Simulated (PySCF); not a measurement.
# What a mistake does to a calculation on AlH5NSi2 cation

Calculated results; nothing here was measured. The program is PySCF 2.14.0, an open-source quantum chemistry code, run on an isolated molecule that a program drew, which may never have been made. The molecule is AlH5NSi2 cation (charge +1, singlet), drawn as the SMILES string `[AlH+][N]=[SiH][SiH3]`.

Each row is a Hartree-Fock (HF) and frozen-core CCSD(T) single point in the cc-pV(D+d)Z basis, meant for a local HF minimum. Run 1 is clean. Each other run has one planted mistake out of seven kinds, and not every kind appears here: one electron removed, one electron added, multiplicity raised by two, geometry at a saddle point, minimal basis STO-3G, one bond length entered in bohr, all coordinates scaled. The reference is restricted for singlets and unrestricted otherwise, and also for a bond in bohr. Adding or removing an electron swaps singlet and doublet. Electrons count all cores. HOMO and LUMO are orbital energies over both spins, the gradient is its largest component, and the lowest frequency (negative if imaginary) is given only where the gradient is small. Bond lengths are over the 8 bonds as drawn. T1 is the CCSD diagnostic: over 0.02 (restricted) or 0.045 (unrestricted) a single reference is doubtful.

Geometry of the clean run:
```xyz
9
AlH5NSi2 cation, angstrom
Al   -3.5777   -2.4055    1.2204
N    -2.5236   -1.1477    1.4708
Si   -1.5302    0.0704    1.7831
Si   -0.0367    1.0187    0.1920
H    -4.5483   -3.5733    0.9670
H    -1.5410    0.6413    3.1428
H    -0.2220    0.2741   -1.0645
H     1.3154    0.8562    0.7571
H    -0.4163    2.4386    0.0747
```

```
run  electrons  basis functions  <S^2>  HOMO (eV)  LUMO (eV)  gradient (hartree/bohr)  lowest frequency (cm^-1)  mean bond (Å)  longest bond (Å)      T1  HF (hartree)  CCSD(T) (hartree)                          mistake
  1         52              108  0.000     -14.49      -3.62                  5.3e-06                        32         1.6347             2.379  0.0184    -876.92115         -877.37931                         no fault
  2         52              108  0.843     -13.27      -3.65                  8.6e-03                         -         1.7984             2.782  0.0458    -876.80953         -877.25620  one bond length entered in bohr
  3         52              108  0.000     -14.59      -3.60                  1.1e-02                         -         1.6134             2.348  0.0179    -876.91944         -877.37538                                ?
  4         51              108  0.768     -20.79     -11.05                  6.0e-02                         -         1.6347             2.379  0.0514    -876.45592         -876.87631                                ?
```

**Which mistake was planted in run 3, and what did it cost?**

The mean and the longest bond both change by the same factor, 0.987, and the gradient is no longer small. So the mistake is: all coordinates scaled. Subtracting run 1 and multiplying by 627.51 kcal/mol a hartree, the energy moved by 1.1 kcal/mol in HF and 2.5 kcal/mol in CCSD(T).

**Which mistake was planted in run 4, and what did it cost?**

It counts 51 electrons, one fewer than the clean run, at the same geometry and basis. So the mistake is: one electron removed. Subtracting run 1 and multiplying by 627.51 kcal/mol a hartree, the energy moved by 291.9 kcal/mol in HF and 315.6 kcal/mol in CCSD(T).

Cautions from the logs. Run 2: T1 is over the limit, so its CCSD(T) energy is less reliable; run 4: T1 is over the limit, so its CCSD(T) energy is less reliable.
